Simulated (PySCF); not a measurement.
# One molecule, several mistakes: AlB2GeH6

These are calculations, not measurements. They come from PySCF 2.14.0, an open-source quantum chemistry program, on an isolated molecule that a program drew, which may never have been made. The molecule is AlB2GeH6 (charge 0, doublet), drawn as the SMILES string `B[B]([AlH2])[GeH2]`.

Each row is a Hartree-Fock (HF) and frozen-core CCSD(T) single point in the cc-pV(D+d)Z basis, meant for a local HF minimum. Run 1 is clean. Each other run has one planted mistake out of seven kinds, and not every kind appears here: one electron removed, one electron added, multiplicity raised by two, geometry at a saddle point, minimal basis STO-3G, one bond length entered in bohr, all coordinates scaled. The reference is restricted for singlets and unrestricted otherwise, and also for a bond in bohr. Adding or removing an electron swaps singlet and doublet. Electrons count all cores. HOMO and LUMO are orbital energies over both spins, the gradient is its largest component, and the lowest frequency (negative if imaginary) is given only where the gradient is small. Bond lengths are over the 9 bonds as drawn. T1 is the CCSD diagnostic: over 0.02 (restricted) or 0.045 (unrestricted) a single reference is doubtful. Germanium has the cc-pVDZ-PP basis, with a core potential (ECP10MDF) in place of its 10 inner electrons, and its 3s, 3p and 3d shells are frozen in CCSD(T).

Geometry of the clean run:
```xyz
10
AlB2GeH6, angstrom
B    -0.1439    0.4262   -0.4414
B     1.0652    0.3328    0.6889
Al    1.5880    1.9703    1.9645
Ge    2.1642   -1.3609    0.8412
H     0.0712    0.7696   -1.5753
H    -1.2880    0.1918   -0.1467
H     2.7801    2.9452    1.5918
H     0.7931    2.2149    3.3133
H     1.7112   -2.7008    0.2573
H     3.0926   -1.6047    2.0349
```

```
run  electrons  basis functions  <S^2>  HOMO (eV)  LUMO (eV)  gradient (hartree/bohr)  lowest frequency (cm^-1)  mean bond (Å)  longest bond (Å)      T1  HF (hartree)  CCSD(T) (hartree)                          mistake
  1         61              104  0.765      -8.29       0.23                  1.2e-05                       101         1.6069             2.141  0.0206    -588.07016         -588.45542                         no fault
  2         61              104  1.792      -7.90       0.04                  2.4e-02                         -         1.7708             3.133  0.0317    -587.92051         -588.27624  one bond length entered in bohr
  3         61              104  0.768      -8.18       0.23                  3.1e-02                         -         1.7130             2.282  0.0224    -588.04276         -588.43158           all coordinates scaled
  4         62              104  0.000      -1.40       4.92                  3.4e-02                         -         1.6069             2.141  0.0254    -588.08776         -588.51839                                ?
```

**Which mistake was planted in run 4, and what did it cost?**

It counts 62 electrons, one more than the clean run, at the same geometry and basis. So the mistake is: one electron added. Subtracting run 1 and multiplying by 627.51 kcal/mol a hartree, the energy moved by -11.0 kcal/mol in HF and -39.5 kcal/mol in CCSD(T).

Cautions from the logs. Run 4: T1 is over the limit, so its CCSD(T) energy is less reliable.
